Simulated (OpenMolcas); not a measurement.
Potential curves of SbCl: spin-free states

Computed with OpenMolcas 26.06: state-averaged CASSCF(8,6) over Sb 5p, Cl 3p, XMS-CASPT2 (IPEA 0.25, imaginary shift 0.2 hartree), scalar X2C, ANO-RCC-VTZP, then RASSI spin–orbit state interaction with atomic mean-field integrals. C2 symmetry about the axis (a holds Σ, Δ, Γ; b holds Π, Φ, H; Σ⁺ and Σ⁻ are not told apart); roots by multiplicity and irrep: 3a 5, 1a 7, 3b 6, 1b 4, 5b 2.

XMS-CASPT2 energies in eV from the lowest point. Curves are followed by energy order within each symmetry, so they are adiabatic and may change character at avoided crossings; Σ⁺ and Σ⁻ are counted together.

```tsv
R (Å)	(1)3Σ	(1)1Σ	(1)3Π	(1)5Π	(1)1Π
2.048	0.900	2.488	4.639	9.269	5.192
2.167	0.249	1.865	3.661	7.578	4.237
2.274	0.018	1.658	3.115	6.442	3.712
2.381	0.000	1.663	2.798	5.584	3.418
2.500	0.135	1.821	2.611	4.877	3.271
2.619	0.370	2.073	2.582	4.358	3.264
2.786	0.780	2.499	2.678	3.866	3.401
3.000	1.346	3.072	2.926	3.489	3.668
3.333	2.113	3.857	3.167	3.217	4.085
```

With masses 120.904 and 34.969 u, fit the curves (1)3Σ, (1)1Σ near their minima.

At XMS-CASPT2, Te from the lowest curve (the fit fixes ωe to a per cent or two; the method's Re and ωe can be off by some per cent):

```json
{"curve": "(1)3Σ", "Te (cm⁻¹)": "0", "Re (Å)": "2.338", "ωe (cm⁻¹)": "374.1"}
{"curve": "(1)1Σ", "Te (cm⁻¹)": "13320", "Re (Å)": "2.322", "ωe (cm⁻¹)": "385.1"}
```

The 5 lowest clean curves are shown; the next is (2)3Σ, from 4.40 eV. Left out for impure symmetry, kinks or missing points, though low: (1)1Δ, (2)3Π. Only roots inside an energy window near the equilibrium distance were included, so the list of states is not complete; labels number the states computed. Each spin and symmetry block has orbitals of its own, averaged over its own roots, so gaps between blocks are less sure than gaps within one and near the minimum can be off by tenths of an eV, in bad cases by more. No Rydberg orbitals are active, so Rydberg states, and σ→σ* states whose orbital the CASSCF left unused, can be missing between those listed. CASPT2 splits the two components of degenerate states numerically, here by up to 77 cm⁻¹. No roots were computed in block 5a (none fell in the window or the block failed), so states of that kind are missing and can lie low or lowest. Points that failed a check (symmetry, reference weights, a jump) are left out.
